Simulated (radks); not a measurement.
Values are calculated unless marked as measured or tabulated.
All-electron atom: W35+ in [Kr] 4d3. Level of theory: Dirac Kohn-Sham, relativistic LDA (MacDonald-Vosko exchange, VWN5 correlation), spin-unpolarised, spherical densities, finite nucleus; open shells fill j = l - 1/2 first; Fermi nuclear charge, rms radius 5.3658 fm (a radial shooting solver on a logarithmic mesh with Libxc functionals).

X-ray form factor f0, the Fourier transform of the density (f0(0) = 39):

sin(theta)/lambda (1/angstrom),f0 (electrons)
0.05,38.945
0.1,38.780
0.15,38.509
0.2,38.134
0.25,37.663
0.3,37.100
0.4,35.735
0.5,34.113
0.6,32.315
0.8,28.506
1,24.854
1.25,20.991
1.5,18.034
2,13.999
